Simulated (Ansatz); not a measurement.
HgI, SMILES [I][Hg] (connectivity only; charge and spin as stated), neutral, multiplicity 2.

The structure is a stationary point at PBE0-D3(BJ)/def2-TZVP. The multiplicity is an assumed one; other spin states were not compared. The def2 effective core potentials stand for the cores of Hg, I; spin–orbit coupling is left out.

Two levels are set side by side: PBE/def2-TZVPD (Ansatz, a quantum-chemistry and plane-wave program) and CAM-B3LYP/def2-TZVPD (Ansatz). Energy differences of separate SCF runs at the same geometry; the states with an electron removed or added have multiplicity 1 and 1. Differences are taken from unrounded values.

| quantity | CAM-B3LYP |
|---|---|
| vertical ionisation energy (eV) | 8.97 |
| vertical electron affinity (eV) | 2.65 |

Q: What does PBE give, and how far is it from CAM-B3LYP? (The exact figures need the calculation; the answer reports its results.)

A: 
| quantity | PBE | PBE minus CAM-B3LYP |
|---|---|---|
| vertical ionisation energy (eV) | 8.82 | -0.15 |
| vertical electron affinity (eV) | 2.56 | -0.09 |
